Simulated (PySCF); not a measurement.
PySCF input (BP86/def2-SVP):

```python
from pyscf import gto, dft

mol = gto.M(
    atom='''
    Si   -0.00000000   -0.00000000   -1.07550800
    C     0.00000000    0.00000000    0.61639300
    C     0.00000000    0.00000000    1.89312700
    ''',
    basis='def2-svp',
    charge=0,
    spin=0,
    verbose=4,
)

mf = dft.RKS(mol, xc='bp86')
mf.grids.level = 3
mf.conv_tol = 1e-9
mf.max_cycle = 100
mf.max_memory = 1500
mf.kernel()
if not mf.converged:
    mf = mf.newton()
    mf.kernel(mf.make_rdm1())
mf.dip_moment()
```

Output:

```
PySCF version 2.14.0

[INPUT] verbose = 4
[INPUT] num. atoms = 3
[INPUT] num. electrons = 26
[INPUT] charge = 0
[INPUT] spin (= nelec alpha-beta = 2S) = 0
[INPUT] symmetry False subgroup None
[INPUT] Mole.unit = angstrom
[INPUT] Symbol           X                Y                Z      unit          X                Y                Z       unit  Magmom
[INPUT]  1 Si     0.000000000000   0.000000000000  -1.075508000000 AA    0.000000000000   0.000000000000  -2.032415564779 Bohr   0.0
[INPUT]  2 C      0.000000000000   0.000000000000   0.616393000000 AA    0.000000000000   0.000000000000   1.164813955099 Bohr   0.0
[INPUT]  3 C      0.000000000000   0.000000000000   1.893127000000 AA    0.000000000000   0.000000000000   3.577491549019 Bohr   0.0

nuclear repulsion = 56.1674376242326
number of shells = 20
number of NR pGTOs = 84
number of NR cGTOs = 46
basis = def2-svp
ecp = {}

******** <class 'pyscf.dft.rks.RKS'> ********
method = RKS
initial guess = minao
damping factor = 0
level_shift factor = 0
DIIS = <class 'pyscf.scf.diis.CDIIS'>
diis_start_cycle = 1
diis_space = 8
diis_damp = 0
SCF conv_tol = 1e-09
SCF conv_tol_grad = None
SCF max_cycles = 100
direct_scf = True
direct_scf_tol = 1e-13
XC library pyscf.dft.libxc version 7.1.2
    S. Lehtola, C. Steigemann, M. J. T. Oliveira, and M. A. L. Marques,  SoftwareX 7, 1–5 (2018)
XC functionals = bp86
    A. D. Becke,  Phys. Rev. A 38, 3098 (1988)
    J. P. Perdew,  Phys. Rev. B 33, 8822 (1986)
    J. P. Perdew,  Phys. Rev. B 34, 7406–7406 (1986)
radial grids:
    Treutler-Ahlrichs [JCP 102, 346 (1995); DOI:10.1063/1.469408] (M4) radial grids

becke partition: Becke, JCP 88, 2547 (1988); DOI:10.1063/1.454033
pruning grids: <function nwchem_prune>
grids dens level: 3
symmetrized grids: False
atomic radii adjust function: <function treutler_atomic_radii_adjust>
small_rho_cutoff = 0
Set gradient conv threshold to 3.16228e-05
Initial guess from minao.
tot grids = 47416
init E= -365.569059449184
  HOMO = -0.276440109216526  LUMO = -0.154423077843356  gap/eV = 3.32025
cycle= 1 E= -365.274427303493  delta_E= 0.295  |g|= 0.541  |ddm|= 2.26

WARN: HOMO -0.0889868679948663 == LUMO -0.088986867994865

cycle= 2 E= -362.566521225682  delta_E= 2.71  |g|= 2.11  |ddm|= 3.08
  HOMO = -0.244290064814316  LUMO = -0.148417742713237  gap/eV = 2.60882
cycle= 3 E= -365.277172458271  delta_E= -2.71  |g|= 0.625  |ddm|= 2.92
  HOMO = -0.217298225108251  LUMO = -0.154487481254207  gap/eV = 1.70917
cycle= 4 E= -365.372239098742  delta_E= -0.0951  |g|= 0.245  |ddm|= 0.751
  HOMO = -0.229015439554566  LUMO = -0.162056960683084  gap/eV = 1.82203
cycle= 5 E= -365.392970231882  delta_E= -0.0207  |g|= 0.0294  |ddm|= 0.238
  HOMO = -0.232368493871035  LUMO = -0.161370964152474  gap/eV = 1.93194
cycle= 6 E= -365.393301752536  delta_E= -0.000332  |g|= 0.0043  |ddm|= 0.0739
  HOMO = -0.232285182140684  LUMO = -0.161059474267532  gap/eV = 1.93815
cycle= 7 E= -365.393308297931  delta_E= -6.55e-06  |g|= 0.00107  |ddm|= 0.0111
  HOMO = -0.232354708223022  LUMO = -0.161165506995617  gap/eV = 1.93716
cycle= 8 E= -365.393308708805  delta_E= -4.11e-07  |g|= 9.17e-05  |ddm|= 0.0019
  HOMO = -0.232350164379008  LUMO = -0.16115875901837  gap/eV = 1.93722
cycle= 9 E= -365.39330871172  delta_E= -2.92e-09  |g|= 2.92e-05  |ddm|= 0.000173
  HOMO = -0.232354587408472  LUMO = -0.161160556376329  gap/eV = 1.93729
cycle= 10 E= -365.393308711994  delta_E= -2.74e-10  |g|= 4.7e-06  |ddm|= 5.79e-05
  HOMO = -0.232356024576429  LUMO = -0.161160175870749  gap/eV = 1.93734
Extra cycle  E= -365.393308711841  delta_E= 1.53e-10  |g|= 2.08e-05  |ddm|= 2.44e-05
converged SCF energy = -365.393308711841
Dipole moment(X, Y, Z, Debye):  0.00000, -0.00000, -4.02815
```

The geometry given is a B3LYP-D3(BJ)/def2-TZVP minimum.
